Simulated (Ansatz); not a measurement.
```xyz
9

O     1.863   -0.487    0.213
Si    0.391   -0.704   -0.499
Si   -1.005    0.993    0.304
Cl   -1.319    0.734    2.326
H     2.532   -1.162    0.084
H     0.478   -0.611   -1.987
H    -0.189   -2.038   -0.171
H    -0.423    2.343    0.102
H    -2.328    0.933   -0.372
```

Total charge 0; spin multiplicity 1.

(1) List the r2SCAN/def2-TZVPP orbital energies in eV (Ansatz 0.2.0). (Best estimate.)

Answers

(1) The calculation gave: Occupied: -2753.27, -1791.86, -1791.63, -516.12, -254.66, -193.20, -193.05, -193.05, -142.25, -142.01, -97.17, -97.08, -97.07, -96.90, -96.87, -96.85, -26.68, -21.40, -14.99, -13.51, -12.11, -10.09, -9.69, -9.55, -9.50, -8.64, -7.87, -7.81, -7.10. Lowest empty: -1.23, -0.84, 0.39, 0.93, 1.23, 1.42, 1.92, 2.14.
